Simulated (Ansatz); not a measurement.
Input for Ansatz (a program for electronic structure): R-CCSD(T)/def2-TZVPP on H2SSe2 (SMILES S[Se][SeH]), a point of a torsion scan. The run froze 33 orbitals, filled d shells among them.

Ansatz 0.2 input:
```yaml
crystal:
  periodic: [false, false, false]
  atoms:
    - {symbol: S, position_ang: [1.64933647, -0.44923018, -0.13614238]}
    - {symbol: Se, position_ang: [-0.33456410, -1.25646083, -0.41869809]}
    - {symbol: Se, position_ang: [-1.66265824, -0.03048237, 1.14770632]}
    - {symbol: H, position_ang: [1.60234571, 0.52331554, -1.05607510]}
    - {symbol: H, position_ang: [-0.55132922, 0.75551486, 1.63973960]}
basis:
  gaussian:
    orbitals: def2-TZVPP
magnetization: {spin_polarized: false}
correlation: {method: ccsd_t, electrons: outside_noble_gas}
scf: {lower_state_search: off}
```

The log:

```
WARN ansatz: RAYON_NUM_THREADS=1 ignored (pool sized by the plan → 1); use --threads N
Functional definition: HF
these checks for a lower state are left out or cut short: stability, starts, cluster_reference, orbital_swaps, neighbouring_geometries, increment
integrals: 0.46 GiB planned
1046 factors; integrals over basis functions are off by at most 7.9e-4 eV
mean field: 0.69 GiB planned
mean field evaluation 1: about -141454.4939 eV, gradient 1.5e1 eV
mean field evaluation 2: about -141454.7528 eV, gradient 1.5e1 eV
mean field evaluation 4: about -141455.7601 eV, gradient 2.5e0 eV
mean field evaluation 8: about -141455.7940 eV, gradient 2.1e-1 eV
mean field evaluation 16: about -141455.7944 eV, gradient 1.2e-6 eV
mean field -141455.79442291 eV, -5198.4045628608 hartree, gradient 1.2e-6 eV, S^2 0.000000; 0 other end points of the search recorded, 0 dependent functions left out
33 core orbitals not correlated
reference -141455.79442291 eV, -5198.4045628608 hartree; 10, 10 occupied and 123, 123 virtual orbitals, 1046 factors
second order -13.21012514 eV of doubles, -0.00000000 eV of singles
coupled cluster: 0.97 GiB planned
cycle   1  -13.98366838 eV  change   -7.7e-1 eV  update   8.9e-2
cycle   2  -14.37375308 eV  change   -3.9e-1 eV  update   2.7e-2
cycle   3  -14.43583572 eV  change   -6.2e-2 eV  update   1.3e-2
cycle   4  -14.43083139 eV  change    5.0e-3 eV  update   3.8e-3
cycle   5  -14.42978434 eV  change    1.0e-3 eV  update   2.0e-3
cycle   6  -14.42968887 eV  change    9.5e-5 eV  update   7.8e-4
cycle   7  -14.42961182 eV  change    7.7e-5 eV  update   2.9e-4
cycle   8  -14.42968349 eV  change   -7.2e-5 eV  update   9.5e-5
cycle   9  -14.42968666 eV  change   -3.2e-6 eV  update   4.0e-5
cycle  10  -14.42966644 eV  change    2.0e-5 eV  update   1.8e-5
perturbative correction -0.70010752 eV, -0.0257284770 hartree
Total energy: -141470.92419688 eV, -5198.9605717988 hartree
Checks for a lower state left out: stability, starts, cluster_reference, orbital_swaps, neighbouring_geometries, increment
```

The calculation finished and met its thresholds.

Cost: about 16 core-seconds (a rough figure).
